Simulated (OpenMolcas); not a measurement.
neutral cobalt: from CASSCF to CASPT2

```
Program             : OpenMolcas 26.06
Basis               : ANO-L-VTZP [6s5p3d2f1g]
Scalar Hamiltonian  : non-relativistic, point nucleus
Active space        : 9 electrons in 6 orbitals (3d 4s)
State averaging     : 2S+1 = 4 even, 20 roots; 2S+1 = 2 even, 43 roots kept (CI in the orbitals of an earlier block)
Spin-orbit coupling : state interaction with AMFI integrals over the reference wave functions, term energies averaged over their components
```

Methods on the same reference wave functions:
A. CASSCF
B. SS-CASPT2, IPEA 0.25 Eh, imaginary shift 0.1 Eh (closed shells correlated: 3s 3p)
C. MS-CASPT2, IPEA 0.25 Eh, imaginary shift 0.1 Eh (closed shells correlated: 3s 3p)

Energies in cm⁻¹ above 3d⁷ 4s² ⁴F_9/2, the measured ground level; measured values from NIST Handbook of Basic Atomic Spectroscopic Data.

```tsv
Level	A	B	C	Measured
3d⁷ 4s² ⁴F_9/2	0.0	0.0	0.0	0.0
3d⁷ 4s² ⁴F_7/2	779	781	781	816
3d⁷ 4s² ⁴F_5/2	1353	1352	1353	1407
3d⁷ 4s² ⁴F_3/2	1748	1742	1744	1809
3d⁸ 4s ⁴F_9/2	11329	6830	6830	3483
3d⁸ 4s ⁴F_7/2	12040	7510	7510	4143
3d⁸ 4s ⁴F_5/2	12626	8100	8100	4690
3d⁸ 4s ⁴F_3/2	13046	8530	8520	5076
3d⁸ 4s ²F_7/2	16606	10220	10220	7442
3d⁸ 4s ²F_5/2	17725	11310	11300	8461
3d⁷ 4s² ²G_9/2	17926	16550	16550	
3d⁷ 4s² ⁴P_5/2	18061	14890	14890	13795
3d⁷ 4s² ⁴P_3/2	18320	15100	15100	14036
3d⁷ 4s² ²G_7/2	18679	17300	17300	
3d⁷ 4s² ⁴P_1/2	18679	15490	15490	14399
3d⁷ 4s² ²P_3/2 [59 %]	23633	19510	19480	
3d⁷ 4s² ²H_11/2	23904	22610	22610	
3d⁷ 4s² ²P_1/2	24407	20090	20040	
3d⁷ 4s² ²H_9/2	24558	23260	23260	
3d⁷ 4s² ²D_5/2	25674	22150	22610	
3d⁷ 4s² ²D_3/2 [67 %]	26741	23150	23760	
3d⁸ 4s ²D_5/2 [71 %]	28020	19020	18620	
3d⁸ 4s ²D_3/2 [64 %]	28334	19190	18720
```

Deviations, from unrounded energies. A percentage is the sum of absolute deviations over the sum of measured energies, with the sign that they share, or ± where signs differ.

```json
{"Against measurement": "mean absolute deviation (cm-1)", "Levels": "12", "A": "5300", "B": "1900", "C": "1900"}
{"Against measurement": "fine structure of the ground term (%)", "Levels": "3", "A": "-3.8", "B": "-3.9", "C": "-3.8"}
{"Against measurement": "other terms of the ground configuration (%)", "Levels": "3", "A": "+30.4", "B": "+7.7", "C": "+7.7"}
{"Against measurement": "other configurations (%)", "Levels": "6", "A": "+150.4", "B": "+57.6", "C": "+57.6"}
```

B, C lie about equally close to measurement and A furthest from it. The largest miss of C in the table is 3d⁸ 4s ⁴F_3/2, by +3400 cm-1. The ranking rests on the paired levels alone, and a cruder setting can come out closer through cancelling errors.

Between B and C the level of the table that moves most is 3d⁷ 4s² ²D_3/2 [67 %], by 610 cm-1 (lowest in B, highest in C). Moves below CASPT2's spread within the term are not significant.

The two smallest mean deviations differ by little beside CASPT2's spread within terms, so their order carries little weight.

From A to B the spin-free energies of the other terms of 3d⁷ 4s² shown, above ⁴F, scale by factors of 0.81 to 0.94, as is usual when dynamic correlation screens the repulsion within a d or f shell.

The lowest spin-free term lies below A's lowest term by 0.643 hartree in B, 0.643 hartree in C.

CASPT2 does not keep the components of a term degenerate, so their means are used; among the terms shown or strongly mixed into the levels shown the widest spread is 2200 cm-1 (3d⁸ 4s ²F, C). Terms from blocks run as CI alone lack orbitals of their own. A single d shell beside an s shell can misplace configurations of different d count against each other. The CASPT2 spread within a term exceeds the gap to the next term for 3d⁷ 4s² ²H and 3d⁸ 4s ²P, so the order of their levels is uncertain (figures for B; the like holds for C). Without dynamic correlation excited terms often stand tens of per cent too high (terms of higher spin than the ground term too low), and those without a measured partner can miss by more than the paired ones (holds for A). Computed and measured levels are paired by configuration, term and J; levels that our copy of the source lacks, or whose pairing is in doubt (as where it misses far off the trend of its configuration), stay unpaired and out of the deviations. Levels of configurations outside the active space are missing. The table leaves out levels that lie high or whose names do not pair safely across all columns.

A share in square brackets marks a mixed level and gives the weight of the term that names it, the lowest over the columns.
